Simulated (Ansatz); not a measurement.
Species: sum formula H$_{4}$SiNO$_{2}$, charge 0, multiplicity 2. It need not be the lowest isomer of its formula. 
Structure (B3LYP-D3(BJ)/def2-TZVP (Ansatz, a program for electronic structure) minimum search):
SMILES: N[Si](O)O
```xyz
8

N      1.5268    -0.2105    -0.2411
Si    -0.1484     0.1009    -0.3227
O     -0.8506    -1.3394     0.1036
O     -0.3794     1.3603     0.7307
H      1.9150    -1.0706    -0.5924
H      2.1963     0.5414    -0.2180
H     -1.7392    -1.4964    -0.2259
H     -1.1430     1.9200     0.5676
```
Charge 0, spin multiplicity 2.

Basis-set convergence of Hartree-Fock and CCSD(T) correlation energies (hartree) with Ansatz. Valence correlation only, unless marked. UHF or UKS for open shells. No spin-orbit coupling. Non-relativistic.

```tsv
basis	functions	E(HF)	E(corr, CCSD(T))
cc-pV(D+d)Z	85	-495.53293	-0.66499
cc-pV(T+d)Z	185	-495.63790	-0.84368
cc-pV(Q+d)Z	349	-495.66080	-0.90346
```

Extrapolating the two largest sets (X = 3 and 4) as X^-3: E(corr) = (64·(-0.90346) - 27·(-0.84368))/37 = -0.9471 Eh, an estimate of the basis-set limit. The largest set recovers 95.4 % of it, the smallest 70.2 %.
